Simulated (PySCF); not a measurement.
(BeO)4 cube, Be4O4.
Z-matrix (Å and degrees, PBE0-D3(BJ)/def2-SVP geometry), rows numbered from 1:
```
Be
O   1  1.6238
Be  2  1.6236  1   79.12
O   1  1.6233  2   99.91  3   -10.56
Be  4  1.6237  1   79.13  2    91.42
O   5  1.6236  4   99.90  1    10.57
Be  2  1.6233  1   79.12  3   -80.86
O   5  1.6240  4   99.93  1   -91.46
```

The closed-shell ground state was solved at several levels (PySCF, density fitting, gas phase, non-relativistic). The dipole stays under 0.02 D at every level.

| level | basis functions | total energy (Eh) | HOMO (eV) | LUMO (eV) | gap (eV) |
| --- | --- | --- | --- | --- | --- |
| PBE0/def2-SVPD | 140 | -359.5955 | -8.60 | -1.86 | 6.74 |
| PBE0/pcSseg-1 | 116 | -359.8043 | -8.57 | -1.89 | 6.68 |
| B3LYP/pcSseg-1 | 116 | -360.2570 | -8.32 | -2.20 | 6.12 |

(1) What might B3LYP/pcJ-1 (152 basis functions) give for the same quantities?

(2) Over all these levels, which gives the widest orbital gap and which the narrowest?

## Answers

(1) Total energy -360.2810 Eh, HOMO -8.25 eV, LUMO -1.99 eV, gap 6.26 eV.

(2) PBE0/def2-SVPD (global hybrid, 25 % exact exchange) has the widest, 6.74 eV, and B3LYP/pcSseg-1 (global hybrid, 20 % exact exchange) the narrowest, 6.12 eV. Functional and basis both differ between the two, so the spread mixes both effects.

One conformer stands for the species.
